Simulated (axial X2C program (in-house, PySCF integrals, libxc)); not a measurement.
Which functional? An output for WSi

An SCF output computed with an in-house all-electron X2C program for linear molecules (integrals from PySCF) for WSi at 2.318 Å, two-component, state Ω = 3, W dyall-cv3z [13s14p9d7f4g], Si dyall-v3z [8s7p2d1f] (cores contracted in-house), without its first line:

```
basis functions 231  fitting functions 1191  grid points 5081
iter        total energy     max residual
   1     -16432.022465798     2.18e-01
   2     -16432.024299668     2.55e-02
   3     -16432.026571383     4.01e-02
   4     -16432.027759485     3.96e-02
   5     -16432.028099767     1.16e-02
   6     -16432.028183931     3.23e-03
   7     -16432.028220677     8.28e-03
   8     -16432.028234415     1.33e-03
   9     -16432.028236950     1.18e-03
  10     -16432.028238536     1.22e-03
  11     -16432.028239027     2.39e-04
  12     -16432.028239087     3.29e-05
  13     -16432.028239101     8.17e-05
  14     -16432.028239104     2.55e-05
  15     -16432.028239104     3.58e-06
converged
one-electron -23007.17287331  Coulomb 6701.77777944  exact exchange 0.00000000  xc functional -349.09808339  nuclear repulsion 236.50888288  atomic mean-field constant -14.04394473
```

Task: Which level of theory produced it?
A. PBE0
B. HF
C. TPSS

Result: C. The exact-exchange term against the functional term shows a share of 0 of exact exchange.
